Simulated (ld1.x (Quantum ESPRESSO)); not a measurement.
B (Z = 5): one change to a TM potential, before and after

```
Element                 : B
Generator               : ld1.x (Quantum ESPRESSO) 7.5
Type                    : norm-conserving Troullier–Martins (Kleinman–Bylander form)
Functional              : PBE
Relativity              : scalar-relativistic
Frozen core             : [He]
Valence charge          : 3
Reference configuration : 2s2 2p1
Partial waves           : 2p (bound): rc 2.50 bohr; 3d channel at 0.45 Ry: rc 2.00 bohr; 2s (bound): rc 1.00 bohr
Local potential         : the s channel
Core correction         : a·sin(br)/r model core, default radius (core density twice the valence density)
```

Change: local potential the d channel.

Cutoffs: the cutoffs (Ry, on a coarse ladder) from which the occupation-weighted sum of valence levels, in a spherical-Bessel basis at the reference potential, stays within 10 and 1 mRy of its value at 400 Ry; they do not see the model core or the augmentation charge, which bear on the density cutoff. Errors are all-electron minus pseudo energies relative to the spin-unpolarised reference configuration.

Q: What does the change do?

A: The potential gets neither clearly harder nor softer (55 Ry and 140 Ry → 55 Ry and 140 Ry); the errors of the 7 common tests hardly move; neither file shows a bound ghost.

| quantity | base | changed |
| --- | --- | --- |
| cutoff, loose | 55 Ry | 55 Ry |
| cutoff, tight | 140 Ry | 140 Ry |
| bound ghosts | none | none |
| error for 2s2 2p0, meV [ΔE 8.22 eV] | +44 | +44 |
| error for 2s1 2p0, meV [ΔE 33.64 eV] | +155 | +158 |
| error for 2s2 2p0.5, meV [ΔE 2.89 eV] | +5.6 | +5.8 |
| error for 2s2 2p1.3, meV [ΔE -0.74 eV] | +0.4 | +0.5 |
| error for 2s0 2p3, meV [ΔE 11.72 eV] | -24 | -24 |
| error for 2s1 2p2, meV [ΔE 5.85 eV] | -5.9 | -5.8 |
| error for 2s1 2p1, meV [ΔE 14.36 eV] | -21 | -20 |
| s: phases at 2.71 bohr within 0.05 rad from the reference energy up to (Ry; the scan ends near 5) | 1.7 | 1.6 |
| p: phases at 2.71 bohr within 0.05 rad from the reference energy up to (Ry; the scan ends near 5) | 1.5 | 1.5 |
| d: phases at 2.71 bohr within 0.05 rad from the reference energy up to (Ry; the scan ends near 5) | to the end of the scan | to the end of the scan |
